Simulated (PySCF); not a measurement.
Job for PySCF: R-MP2/6-31G* on H2O (SMILES O) with ghost functions.

```python
from pyscf import gto, scf, dft, mp
from pyscf.data.elements import chemcore

mol = gto.M(
    atom='''
    O     0.08451706   -0.31129143   -0.10994372
    H     0.94369633   -0.13828417   -0.50903880
    H    -0.54012803    0.24480787   -0.58740955
    ghost-C   -0.05012647   -0.12267823    3.10197481
    ghost-C   -0.08338719    0.02286964    4.29100430
    ghost-H   -0.01883584   -0.24593801    2.03994958
    ghost-H   -0.11398063    0.14773066    5.34559649
    ''',
    basis='6-31g*',
    cart=True,
    charge=0, spin=0, verbose=3, max_memory=1800)
mf = scf.RHF(mol)
mf.conv_tol = 1e-8
mf.max_cycle = 100
mf.kernel()
if not mf.converged:
    mf = mf.newton().run(mf.mo_coeff, mf.mo_occ)
pt = mp.MP2(mf, frozen=chemcore(mol)).run()
```

Program output:

```
converged SCF energy = -76.011191374128
E(RMP2) = -76.1988346048261  E_corr = -0.187643230698066
E(SCS-RMP2) = -76.1947689610198  E_corr = -0.183577586891825
```

The run converged.

Cost: around 0.3 core-seconds (rough).
